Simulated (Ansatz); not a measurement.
One geometry of `C[Si](C)(F)P`, several functionals.

```yaml
crystal:
  periodic: [false, false, false]
  atoms:
    - {symbol: C, position_ang: [-1.667363, 0.324464, -0.440287]}
    - {symbol: Si, position_ang: [0.172062, 0.156355, -0.228288]}
    - {symbol: C, position_ang: [0.706957, -1.612140, -0.020919]}
    - {symbol: F, position_ang: [0.865339, 0.715610, -1.570733]}
    - {symbol: P, position_ang: [0.833140, 1.354218, 1.559890]}
    - {symbol: H, position_ang: [-1.954779, 1.368441, -0.584125]}
    - {symbol: H, position_ang: [-2.193005, -0.054337, 0.439916]}
    - {symbol: H, position_ang: [-2.005469, -0.243590, -1.311008]}
    - {symbol: H, position_ang: [0.252756, -2.049995, 0.871571]}
    - {symbol: H, position_ang: [1.792114, -1.687781, 0.078561]}
    - {symbol: H, position_ang: [0.403246, -2.207491, -0.886061]}
    - {symbol: H, position_ang: [2.204585, 1.302057, 1.193100]}
    - {symbol: H, position_ang: [0.610817, 2.599389, 0.913183]}
basis:
  gaussian: {orbitals: def2-TZVPP}
hamiltonian: {xc: pbe, dispersion: d4}
output: {forces: true, orbitals: {seedname: orbitals}}
```

```sh
$ ansatz run in.yaml --threads 4 --pin off --events-out ev --progress --plain --max-ram 10444MiB
```

Output, abridged:

```
Functional definition: PBE
1563 factors; their error is unknown
mean field evaluation 1: about -22062.1819 eV, gradient 8.9e1 eV
mean field evaluation 2: about -22040.1784 eV, gradient 1.2e2 eV
mean field evaluation 4: about -22078.7718 eV, gradient 1.1e1 eV
mean field evaluation 8: about -22079.0234 eV, gradient 3.0e-1 eV
mean field evaluation 16: about -22078.9807 eV, gradient 4.0e-4 eV
mean field -22078.98071950 eV, -811.3875757708 hartree, gradient 2.8e-5 eV, S^2 0.000000; 0 other end points of the search recorded, 0 dependent functions left out
reference -22078.98076686 eV, -811.3875775115 hartree; 29, 29 occupied and 260, 260 virtual orbitals, 1563 factors
Total energy: -22079.28419222 eV, -811.3987281877 hartree
Atom 0 at    -1.667363     0.324464    -0.440287 Å, force     0.008084    -0.002623     0.022754 eV/Å
Atom 1 at     0.172062     0.156355    -0.228288 Å, force    -0.127646    -0.084219     0.333312 eV/Å
Atom 2 at     0.706957    -1.612140    -0.020919 Å, force    -0.008684     0.011104     0.019941 eV/Å
Atom 3 at     0.865339     0.715610    -1.570733 Å, force     0.268582     0.212513    -0.539261 eV/Å
Atom 4 at     0.833140     1.354218     1.559890 Å, force    -0.139142    -0.096962     0.342730 eV/Å
Atom 5 at    -1.954779     1.368441    -0.584125 Å, force    -0.062006     0.193680    -0.025436 eV/Å
Atom 6 at    -2.193005    -0.054337     0.439916 Å, force    -0.111490    -0.067765     0.159366 eV/Å
Atom 7 at    -2.005469    -0.243590    -1.311008 Å, force    -0.069049    -0.107783    -0.162841 eV/Å
Atom 8 at     0.252756    -2.049995     0.871571 Å, force    -0.078425    -0.094758     0.165114 eV/Å
Atom 9 at     1.792114    -1.687781     0.078561 Å, force     0.202655    -0.022114     0.021432 eV/Å
Atom 10 at     0.403246    -2.207491    -0.886061 Å, force    -0.057294    -0.117215    -0.160900 eV/Å
Atom 11 at     2.204585     1.302057     1.193100 Å, force     0.190403     0.003939    -0.069892 eV/Å
Atom 12 at     0.610817     2.599389     0.913183 Å, force    -0.015989     0.172202    -0.106318 eV/Å
Dipole moment:    -0.175797    -0.207423     0.036718 e Å
```

Hardware: 4 threads of an Arm Neoverse V1 on a shared host. Wall time 3.3 s, peak host memory 0.43 GiB.

The same input with `hamiltonian: {xc: {name: B3LYP}, dispersion: d4}` (abridged; 7 s):

```
Functional definition: B3LYP
mean field evaluation 16: about -22094.5817 eV, gradient 4.3e-5 eV
mean field -22094.58167965 eV, -811.9609004817 hartree, gradient 4.3e-5 eV, S^2 0.000000
Total energy: -22095.06985758 eV, -811.9788406896 hartree
Atom 0 force    -0.112358     0.003449    -0.014524 eV/Å
Atom 1 force    -0.056692    -0.053597     0.073323 eV/Å
Atom 2 force     0.026425    -0.109758     0.010160 eV/Å
Atom 3 force     0.087178     0.069166    -0.174249 eV/Å
Atom 4 force     0.087764     0.113564     0.026717 eV/Å
Atom 5 force    -0.002747    -0.054828     0.005393 eV/Å
Atom 6 force     0.006984     0.020869    -0.050150 eV/Å
Atom 7 force    -0.004529     0.031744     0.043807 eV/Å
Atom 8 force     0.029409     0.002735    -0.046201 eV/Å
Atom 9 force    -0.053297    -0.013473    -0.003628 eV/Å
Atom 10 force     0.022124     0.009975     0.048500 eV/Å
Atom 11 force    -0.029979     0.002036     0.037910 eV/Å
Atom 12 force    -0.000283    -0.021881     0.042940 eV/Å
Dipole moment:    -0.180350    -0.208690     0.056710 e Å
```

The same input with `hamiltonian: {xc: {name: r2SCAN0}, dispersion: d4}` and no forces (abridged; 7.5 s):

```
Functional definition: r2SCAN0
mean field evaluation 16: about -22088.6922 eV, gradient 3.7e-5 eV
mean field -22088.69216624 eV, -811.7444648558 hartree, gradient 3.7e-5 eV, S^2 0.000000
Total energy: -22088.78227037 eV, -811.7477761218 hartree
```

With the line `hamiltonian: {xc: {name: B2PLYP}}` and no forces (abridged; 8.5 s):

```
Functional definition: B2PLYP
mean field evaluation 16: about -22075.1467 eV, gradient 5.9e-5 eV
mean field -22075.14666927 eV, -811.2466770240 hartree, gradient 4.4e-6 eV, S^2 0.000000
13 core orbitals not correlated: weight in the atoms' cores, before any rotation towards them, 1.000 or more for the frozen orbitals, at most 0.000 for the correlated occupied ones
second order -29.11227988 eV of doubles, -0.00000000 eV of singles
Total energy: -22083.00717780 eV, -811.5355453843 hartree
```

Changing it to `hamiltonian: {xc: {name: B97M-V}}` and no forces (abridged; 13 s):

```
Functional definition: B97M-V
mean field evaluation 16: about -22088.1162 eV, gradient 3.9e-4 eV
mean field -22088.11616692 eV, -811.7232972715 hartree, gradient 4.7e-5 eV, S^2 0.000000
Total energy: -22088.11623213 eV, -811.7232996680 hartree
```

The same input with `hamiltonian: {xc: {name: LC-wPBE}}` and no forces (abridged; 3.7 s):

```
Functional definition: LC-wPBE
mean field evaluation 16: about -22085.3237 eV, gradient 1.3e-4 eV
mean field -22085.32366590 eV, -811.6206747517 hartree, gradient 3.9e-5 eV, S^2 0.000000
Total energy: -22085.32366591 eV, -811.6206747520 hartree
```

B3LYP takes the VWN-RPA correlation (the form of Gaussian; ORCA's B3LYP/G).
